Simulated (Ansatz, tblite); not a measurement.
Spin states of Be3⁺ (the lowest doublet isomer of a short search), each relaxed with PBE0/def2-TZVP in Ansatz. Electronic energies in the gas phase.

The xTB rows come from tblite. Correlated methods freeze no core orbitals. In CCSD on the charge 1 doublet the largest single amplitude is 0.19, so its Hartree–Fock determinant may place the open shell otherwise than the density functionals do. The structure comes from a short search, and lower isomers may exist.

Doublet geometry (D∞h within 0.1 Å):

```xyz
3

Be    0.0000    0.0000    0.0000
Be    1.2924   -0.7776    1.5927
Be   -1.2923    0.7776   -1.5928
```

Quartet geometry (D3h within 0.1 Å):

```xyz
3

Be   -1.114    0.046    0.337
Be    0.675    0.945    0.088
Be    0.439   -0.991   -0.425
```

⟨S²⟩: doublet 0.82 at PBE0/def2-TZVP (pure 0.75), quartet 3.77 at PBE0/def2-TZVP (pure 3.75).

Run but left out: HF/def2-TZVP, HF/def2-TZVPP, MP2/def2-TZVP, MP2/def2-TZVPP (doublet: ⟨S²⟩ 1.13, where a pure state has 0.75).

Only these spin states were relaxed. The quartet has other bonds than the doublet, so the gap mixes isomer and spin.

```
                level  quartet − doublet (kcal/mol)  lowest of these                                                              remarks
             GFN1-xTB                          32.5          doublet                                                                    –
             GFN2-xTB                          25.6          doublet                                                                    –
LDA (SPW92)/def2-TZVP                          15.6          doublet                                                                    –
        PBE/def2-TZVP                          18.3          doublet                                                                    –
     r2SCAN/def2-TZVP                          13.1          doublet                              spin-contaminated (⟨S²⟩ 0.84) (doublet)
       PBE0/def2-TZVP                          18.2          doublet                                                                    –
    r2SCAN0/def2-TZVP                          14.3          doublet                              spin-contaminated (⟨S²⟩ 0.87) (doublet)
      BHLYP/def2-TZVP                          28.5          doublet                              spin-contaminated (⟨S²⟩ 0.85) (doublet)
    ωB97X-V/def2-TZVP                          26.6          doublet                              spin-contaminated (⟨S²⟩ 0.86) (doublet)
    RPA@PBE/def2-TZVP                          38.9          doublet                                                                    –
      CCSD/def2-TZVPP                          28.7          doublet  large T1 (0.054) (doublet), spin-contaminated (⟨S²⟩ 1.13) (doublet)
   CCSD(T)/def2-TZVPP                          28.0          doublet  large T1 (0.054) (doublet), spin-contaminated (⟨S²⟩ 1.13) (doublet)
```

Change of the quartet − doublet gap on mixing in exact exchange, in kcal/mol: PBE to PBE0 (25 % exact exchange) -0.1; r2SCAN to r2SCAN0 (25 % exact exchange) 1.2.

The xTB methods have no spin-polarisation term.
